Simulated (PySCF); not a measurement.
## Worked example: dipole moment from atomic charges

Sn(H)2(Cl)(OMe) (CH5ClOSn), SMILES [O]([SnH2][Cl])C. Atoms are numbered in the order given.

```xyz
9

Sn     0.4027    -0.1633     0.4391
Cl     0.7181     1.1690    -1.4779
O     -1.3302    -1.0777     0.1930
C     -2.5041    -0.3518    -0.0435
H      1.5630    -1.4048     0.4556
H      0.3140     0.9110     1.7656
H     -2.7660     0.3305     0.7900
H     -3.3370    -1.0653    -0.1579
H     -2.4522     0.2527    -0.9687
```

Coordinates come from a PBE0-D3(BJ)/def2-SVP optimisation. The def2 effective core potentials stand for the cores of Sn; spin–orbit coupling is left out. The values are those of a single conformer.

Charges (e) from PBE/def2-TZVP (PySCF):

| atom | Mulliken | ESP fit |
|---|---|---|
| Sn1 | 0.755 | 0.434 |
| Cl2 | -0.366 | -0.223 |
| O3 | -0.460 | -0.288 |
| C4 | -0.208 | -0.210 |
| H5 | -0.027 | -0.005 |
| H6 | -0.040 | -0.020 |
| H7 | 0.102 | 0.098 |
| H8 | 0.125 | 0.114 |
| H9 | 0.120 | 0.100 |

The dipole moment of the full density is 1.91 D.

Question: What dipole moment does each set of point charges give, and which comes closer to that of the density?

Answer: 
μ = Σ q r, and 1 e Å = 4.8032 D.
Mulliken: Σ q r = (0.126, -0.050, 0.654) e Å, |μ| = 3.21 D.
ESP fit: Σ q r = (0.013, -0.022, 0.399) e Å, |μ| = 1.92 D.
ESP fit comes closer in size. Point charges leave out the atoms' own dipoles (lone pairs, polarised bonds); fits to the potential absorb them, partitions of the density don't.
